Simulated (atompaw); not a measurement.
# Varying the PAW (atompaw) potential for hafnium (Hf)

Base potential:

```
Element                 : hafnium (Hf)
Generator               : atompaw 4.2.0.5
Type                    : PAW
Functional              : PBE
Relativity              : scalar-relativistic
Frozen core             : [Kr] 4d10 4f14 5s2
Valence charge          : 10
Reference configuration : 5p6 5d2 6s1 6p0 (charge +1)
Partial waves           : 6s (bound): rc 2.35 bohr; 6s channel at 1.15 Ry: rc 2.45 bohr; 5p (bound): rc 2.00 bohr; 6p (bound, empty): rc 2.45 bohr; 5d (bound): rc 2.45 bohr; 5d channel at 2.45 Ry: rc 2.10 bohr
Local potential         : bessel scheme, radius 2.05 bohr
Core correction         : smooth core density matched at 1.50 bohr
Augmentation charge     : sinc compensation charge, radius 2.15 bohr; PAW radius 2.45 bohr; waves and projectors: custom polynom vanderbiltortho
```

All-electron outer shells of the reference configuration (PBE, scalar-relativistic, ld1.x):

```tsv
shell	level (eV)	outermost node (bohr)	outermost maximum (bohr)
5p	-42.51	0.60	1.16
4f	-23.76	–	0.45
6s	-10.97	1.36	2.78
5d	-9.21	0.67	1.67
6p	-6.36	1.64	3.62
```

Cutoffs, loose and tight: the cutoffs (Ry, on a coarse ladder) from which the occupation-weighted sum of valence levels, in a spherical-Bessel basis at the reference potential, stays within 10 and 1 mRy of its value at 400 Ry. They see the waves, projectors and local potential, not the compensation charge or the core. A dash means not determined.

A true bound ghost makes a file unfit for plane-wave use even where its test errors are small: the radial tests pick states by their node count and pass the ghost by.

```tsv
change	outcome	cutoff, loose	cutoff, tight	bound ghosts
base	generated	21 Ry	35 Ry	s
augmentation gaussian compensation charge, radius 2.15 bohr; PAW radius 2.45 bohr; waves and projectors: custom polynom vanderbiltortho	generated	21 Ry	35 Ry	s
core [Kr] 4d10 4f14, valence charge 12; reference 5s2 5p6 5d2 6s1 6p0; waves now 5s (bound): rc 1.40 bohr; 6s (bound): rc 2.00 bohr; 5p (bound): rc 1.45 bohr; 6p (bound): rc 3.00 bohr; 5d (bound): rc 3.00 bohr; 5d channel at 0.2 Ry: rc 3.00 bohr; local potential bessel scheme, radius 2.35 bohr; core correction smooth core density matched at 2.40 bohr; augmentation sinc compensation charge, radius 3.00 bohr; PAW radius 3.00 bohr; waves and projectors: custom polynom vanderbiltortho	generated	30 Ry	50 Ry	none
augmentation sinc compensation charge, radius 2.36 bohr; PAW radius 2.45 bohr; waves and projectors: custom polynom vanderbiltortho	generated	21 Ry	35 Ry	s
wave 6s channel at 1.15 Ry: rc 2.45 bohr becomes 6s channel at -0.64 Ry: rc 2.45 bohr	failed: atompaw: The overlap operator has at least one negative eigenvalue!	–	–	–
local potential bessel scheme, radius 1.10 bohr	generated	21 Ry	35 Ry	s, d
wave 6s channel at 1.15 Ry: rc 2.45 bohr becomes 6s channel at 1.15 Ry: rc 2.36 bohr	generated	21 Ry	35 Ry	s
core correction smooth core density matched at 1.32 bohr	generated	21 Ry	35 Ry	s
local potential troulliermartins scheme with l = 3 at -0.5 Ry, radius 2.05 bohr	failed: atompaw: The overlap operator has at least one negative eigenvalue!	–	–	–
```

Question: What comes out with this change to the base: wave 5p (bound): rc 2.00 bohr becomes 5p (bound): rc 1.78 bohr?

Answer: outcome: generated; cutoff, loose: 25 Ry; cutoff, tight: 40 Ry; bound ghosts: s.
